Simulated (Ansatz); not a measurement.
ClFH$_{4}$Si$_{2}$, SMILES `F[SiH2][SiH2]Cl`. Charge 0, multiplicity 1. The structure was optimised at the PBE0-D4/def2-TZVP level. It is one conformer, not always the lowest.

```xyz
8

F    -2.033   -1.170    0.134
Si   -0.815   -0.354    0.789
Si    0.714    0.281   -0.871
Cl    2.194    1.310    0.137
H    -1.368    0.848    1.462
H    -0.152   -1.229    1.789
H     0.123    1.191   -1.884
H     1.338   -0.878   -1.556
```

Task: What is the dipole moment at ωB97M-V/def2-TZVPP? (An estimate is asked.)

Result: Ansatz gave: 0.15 D, with components (-0.02, -0.04, -0.14) D in this frame, pointing from negative to positive charge.

Task: And with PBE, r2SCAN, B3LYP? (An estimate is asked.)

Result: The calculation gave: PBE 0.12 D, r2SCAN 0.15 D, B3LYP 0.14 D.

Task: Give the Mulliken charges with ωB97M-V, PBE, B3LYP in def2-TZVPP. (Best estimate.)

Result: Ansatz gave: 
| atom | ωB97M-V | PBE | B3LYP |
| --- | --- | --- | --- |
| F1 | -0.32 | -0.28 | -0.33 |
| Si2 | 0.41 | 0.44 | 0.50 |
| Si3 | 0.21 | 0.27 | 0.32 |
| Cl4 | -0.22 | -0.22 | -0.25 |
| H5 | -0.03 | -0.06 | -0.07 |
| H6 | -0.03 | -0.06 | -0.07 |
| H7 | -0.01 | -0.04 | -0.05 |
| H8 | -0.01 | -0.04 | -0.05 |

B3LYP here is the variant with VWN-RPA as its local correlation; programs differ in this.
